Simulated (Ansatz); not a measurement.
Single points on Ge(eta1-allyl)H3 (C₃H₈Ge).

```yaml
crystal:
  periodic: [false, false, false]
  atoms:
    - {symbol: Ge, position_ang: [-0.079455, -0.713883, -1.668960]}
    - {symbol: C, position_ang: [-0.078085, -0.778710, 0.305034]}
    - {symbol: C, position_ang: [0.511901, 0.458961, 0.893559]}
    - {symbol: C, position_ang: [-0.174051, 1.438000, 1.499547]}
    - {symbol: H, position_ang: [0.498040, -1.675218, 0.591805]}
    - {symbol: H, position_ang: [-1.118926, -0.926473, 0.636967]}
    - {symbol: H, position_ang: [1.600239, 0.572695, 0.784493]}
    - {symbol: H, position_ang: [-1.260222, 1.376647, 1.633111]}
    - {symbol: H, position_ang: [0.328791, 2.329259, 1.884698]}
    - {symbol: H, position_ang: [1.350125, -0.460249, -2.176377]}
    - {symbol: H, position_ang: [-0.991433, 0.428196, -2.141839]}
    - {symbol: H, position_ang: [-0.586944, -2.049246, -2.242049]}
basis:
  gaussian: {orbitals: def2-SVP, initial_orbitals: start.molden}
hamiltonian: {xc: pbe, dispersion: d4}
scf: {omitted_lower_state_checks: [starts]}
output: {orbitals: {seedname: orbitals}}
```

The file start.molden holds the orbitals of an earlier run on this structure, at another level or in another basis.

```sh
$ ansatz run in.yaml --threads 4 --pin off --events-out ev --progress --plain --max-ram 3916MiB
```

Shortened log:

```
Functional definition: PBE
1289 factors; their error is unknown
mean field evaluation 1: about -59736.0207 eV, gradient 7.9e0 eV
mean field evaluation 2: about -59736.1673 eV, gradient 1.2e-1 eV
mean field evaluation 4: about -59736.0959 eV, gradient 2.2e-4 eV
mean field -59736.09588389 eV, -2195.2610331530 hartree, gradient 1.3e-5 eV, S^2 0.000000; 0 other end points of the search recorded, 0 dependent functions left out
reference -59736.09592128 eV, -2195.2610345270 hartree; 29, 29 occupied and 85, 85 virtual orbitals, 1289 factors
Total energy: -59736.32162901 eV, -2195.2693291329 hartree
Checks for a lower state left out: starts
```

Run time 6.5 s (4 threads of Intel Xeon on a shared host).

The first input with `gaussian: {orbitals: STO-3G}`, `hamiltonian: {xc: hf}` (abridged; 1.5 s):

```
Functional definition: HF
mean field -59010.46815945 eV, -2168.5947061280 hartree, gradient 2.4e-5 eV, S^2 0.000000
Total energy: -59010.46815945 eV, -2168.5947061280 hartree
Checks for a lower state left out: starts
```

The first input with `hamiltonian: {xc: pbe0, dispersion: d4}` (abridged; 8.6 s):

```
Functional definition: PBE0
mean field -59738.30528245 eV, -2195.3422270525 hartree, gradient 9.7e-6 eV, S^2 0.000000
Total energy: -59738.49598399 eV, -2195.3492352046 hartree
Checks for a lower state left out: starts
```

As the first input, with `gaussian: {orbitals: def2-TZVP, initial_orbitals: start.molden}`, `hamiltonian: {xc: {name: B2PLYP}}` and without the key `output` (abridged; 25 s):

```
Functional definition: B2PLYP
mean field -59740.00864304 eV, -2195.4048243995 hartree, gradient 9.6e-6 eV, S^2 0.000000
12 core orbitals not correlated: weight in the atoms' cores, before any rotation towards them, 1.000 or more for the frozen orbitals, at most 0.000 for the correlated occupied ones
second order -24.82181713 eV of doubles, -0.00000000 eV of singles
Total energy: -59746.71071772 eV, -2195.6511211011 hartree
Checks for a lower state left out: starts
```

The first input with `gaussian: {orbitals: 6-31G}`, `hamiltonian: {xc: hf}` (abridged; 3.7 s):

```
Functional definition: HF
mean field -59679.92634761 eV, -2193.1968407676 hartree, gradient 1.8e-5 eV, S^2 0.000000
Total energy: -59679.92634761 eV, -2193.1968407676 hartree
Checks for a lower state left out: starts
```

As the first input, with `gaussian: {orbitals: def2-TZVP, initial_orbitals: start.molden}`, `hamiltonian: {xc: {name: BHLYP}, dispersion: d4}` (abridged; 12 s):

```
Functional definition: BHLYP
mean field -59757.41877379 eV, -2196.0446349036 hartree, gradient 9.9e-6 eV, S^2 0.000000
Total energy: -59757.68963305 eV, -2196.0545887977 hartree
Checks for a lower state left out: starts
```

First input, but with `gaussian: {orbitals: def2-TZVP, initial_orbitals: start.molden}`, `hamiltonian: {xc: pbe}`, `correlation: {method: rpa}` and without the key `output` (abridged; 19 s):

```
Functional definition: PBE
mean field -59746.76762408 eV, -2195.6532123713 hartree, gradient 3.0e-6 eV, S^2 0.000000
12 core orbitals not correlated: weight in the atoms' cores, before any rotation towards them, 1.000 or more for the frozen orbitals, at most 0.000 for the correlated occupied ones
Total energy: -59724.15590899 eV, -2194.8222471686 hartree
Checks for a lower state left out: starts
```

Geometry: r2SCAN-D4/def2-SVP.

The 6-31G sets use Cartesian d functions. Correlated methods freeze 12 core orbitals; core or outer-core shells of Ge are correlated, in sets that lack core-valence functions.
